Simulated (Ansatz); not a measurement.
Calculated with Ansatz (gas phase, PBE0-D4/def2-TZVP geometries, no zero-point term in ΔE). CCSD(T)/CBS is the MP2 limit (def2-TZVPP, def2-QZVPP) plus CCSD(T) − MP2 in def2-TZVPP, frozen cores. DFT in def2-TZVPP. HSE06 is defined as in plane-wave codes. For Ge outer-core shells are correlated without core-valence functions, which leaves a few kJ/mol of doubt a bond. Scalar relativity is left out up to krypton. One conformer a species, not always the lowest.

Consider the redistribution: `[OH][GeH2][GeH3]` + `C[SiH2][GeH3]` → `[CH3][GeH2][GeH3]` + `O[SiH2][GeH3]`.

| level | ΔE (kJ/mol) | difference from CCSD(T)/CBS |
| --- | --- | --- |
| BLYP-D4 | -45.6 | 8.3 |
| r2SCAN-D4 | -47.6 | 6.3 |
| PBE0-D4 | -47.5 | 6.4 |
| BHLYP-D4 | -53.3 | 0.6 |
| CAM-B3LYP-D4 | -51.4 | 2.5 |
| ωB97X-V | -48.6 | 5.3 |
| ωB97M-V | -50.4 | 3.5 |
| PBE | -43.4 | 10.5 |
| r2SCANh | -49.0 | 4.9 |
| r2SCAN0 | -51.0 | 2.9 |
| HSE06 | -47.5 | 6.4 |
| CAM-B3LYP | -51.5 | 2.4 |
| LC-ωPBE | -49.2 | 4.7 |
| HF/def2-SVP | -46.4 | 7.5 |
| MP2/def2-QZVPP | -55.3 | -1.4 |
| CCSD/CBS(def2) | -55.3 | -1.4 |
| CCSD(T)/CBS | -53.9 | 0 |

Largest T1 diagnostic among the species: 0.012.

From r2SCAN to r2SCAN0 (25 % exact exchange), in def2-TZVPP and without D4, ΔE moves by −3.3 kJ/mol. Leaving LDA and LC-ωPBE aside and taking each functional with its dispersion term where it has one, the values, not all of them listed here, spread over 11.6 kJ/mol, from BHLYP-D4 to revPBE-D4. LDA lies −4.6 kJ/mol from PBE without D4. At CCSD(T), def2-SVP lies +14.2 kJ/mol from the extrapolated value and def2-TZVPP +1.5 kJ/mol.
